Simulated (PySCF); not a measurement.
C₄H₁₀AlNO, SMILES [Al]([CH]=C)([O]CC)[NH2] (GFN2-xTB optimised geometry):

```
17

Al     0.282     1.026     0.000
C     -0.732     2.731     0.000
C     -2.060     2.784     0.000
H     -0.185     3.672     0.000
H     -2.617     3.714     0.001
H     -2.656     1.883     0.000
O     -0.590    -0.374    -0.001
C     -1.204    -1.624     0.006
C     -0.180    -2.749     0.092
H     -1.886    -1.681     0.865
H     -1.797    -1.734    -0.911
H      0.407    -2.644     1.001
H     -0.681    -3.714     0.098
H      0.493    -2.699    -0.762
N      2.065     1.026     0.000
H      2.652     1.847     0.001
H      2.656     0.204     0.000
```

Calculation: B3LYP/def2-SVP (PySCF 2.14.0).

Question: What are the frontier orbital energies and the dipole moment?

Answer: HOMO-2 -7.25 eV, HOMO-1 -7.21 eV, HOMO -6.58 eV, LUMO -0.31 eV, LUMO+1 0.45 eV; dipole moment 1.10 D.

On the same geometry PBE/def2-SVP run with PySCF gives HOMO-2 -6.20 eV, HOMO-1 -6.02 eV, HOMO -5.42 eV, LUMO -1.07 eV, LUMO+1 -0.11 eV; dipole moment 1.14 D.

Meta-Löwdin charges at B3LYP/def2-SVP: Al1 0.91, C2 -0.37, C3 -0.18, H4 0.09, H5 0.09, H6 0.09, O7 -0.61, C8 0.08, C9 -0.29, H10 0.08, H11 0.08, H12 0.09, H13 0.09, H14 0.09, N15 -0.69, H16 0.21, H17 0.21.
